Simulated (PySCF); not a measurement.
**Er⁴⁹⁺: ionisation energy**

Er⁴⁹⁺ [Ar] 3d1 (2D) → Er⁵⁰⁺ [Ar] (1S), as a difference of total energies. Computed with PySCF 2.14 in an uncontracted even-tempered set (17 s from 11 bohr⁻², ratio 2.5; 12 p from 14 bohr⁻², ratio 2.5; 7 d from 14 bohr⁻², ratio 2.5; 4 f from 49 bohr⁻², ratio 2.7; 3 g from 74 bohr⁻², ratio 2.7), with the spin-free X2C one-electron Hamiltonian (Gaussian nucleus). Correlated levels: outer shells: [Ne] frozen; virtual orbitals above 40 to 60 times the deepest correlated orbital energy dropped. The calculations carry no spin-orbit coupling.

```json
{"method": "UHF", "ionisation energy (eV)": "4264.4"}
{"method": "LDA", "ionisation energy (eV)": "4265.0"}
{"method": "PBE", "ionisation energy (eV)": "4266.3"}
{"method": "PBE0", "ionisation energy (eV)": "4266.2"}
{"method": "r2SCAN", "ionisation energy (eV)": "4267.1"}
{"method": "B2PLYP", "ionisation energy (eV)": "4265.9"}
{"method": "PW91", "ionisation energy (eV)": "4267.2"}
{"method": "MP2 (outer shells)", "ionisation energy (eV)": "4264.1"}
{"method": "SCS-MP2 (outer shells)", "ionisation energy (eV)": "4264.1"}
```

A first-order spin-orbit estimate (lowest level to lowest level, LS coupling) adds 30.897 eV.

Breit and QED terms and the two-electron picture change are absent.

First order in ζ underestimates the shift of j = l − 1/2 levels at high Z.

For comparison: 4294 ± 4 eV (theoretical estimate listed by NIST; NIST Atomic Spectra Database, ionization energies).
